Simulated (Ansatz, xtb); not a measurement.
C4H4N2O: 4 structures ranked

4 gas-phase structures of C4H4N2O, from a drawn sample of its isomers (lower ones may exist). Each was relaxed with GFN2-xTB; where two conformers were screened, the lower at r2SCAN-D4/def2-SVP is listed:

A. `O=Cn1cccn1`, a singlet
B. `O=Cc1cc[nH]n1`, a singlet
C. `O=Cc1cn[nH]c1`, a singlet
D. `O=Cc1ccn[nH]1`, a singlet

Q: Make a reasoned guess at their ranking by r2SCAN-D4/def2-SVP single-point energy.

A: Calculated order at r2SCAN-D4/def2-SVP: A (0.0), D (2.2), B (3.4), C (3.8) kcal/mol. Less than 1 kcal/mol parts B and C, so the order within that pair means little.

Energies above the lowest of each column, in kcal/mol; the last columns are at B3LYP/def2-SVP geometries:

```tsv
structure	GFN2-xTB	HF/STO-3G	r2SCAN-D4/def2-SVP	B3LYP/def2-SVP	CCSD(T)/def2-SVP + ΔMP2/def2-TZVPP
A	0.0	0.0	0.0	0.0	0.0
D	8.9	5.7	2.2	2.8	3.3
B	10.7	5.3	3.4	3.7	3.7
C	9.5	5.2	3.8	3.9	4.0
```

Every level run on A puts it lowest or level with the lowest. Flexible structures stand in one conformer each, not always the lowest. ΔMP2 is the change of the MP2 energy from the smaller to the larger basis.

Over these structures GFN2-xTB departs from r2SCAN-D4/def2-SVP by 2.5 kcal/mol on average once a common shift is removed. A GFN2-xTB relaxation took about 0.059 s and the r2SCAN-D4/def2-SVP energy about 2.8 s on a shared host (Ansatz 0.2.0, xtb 6.7.1).
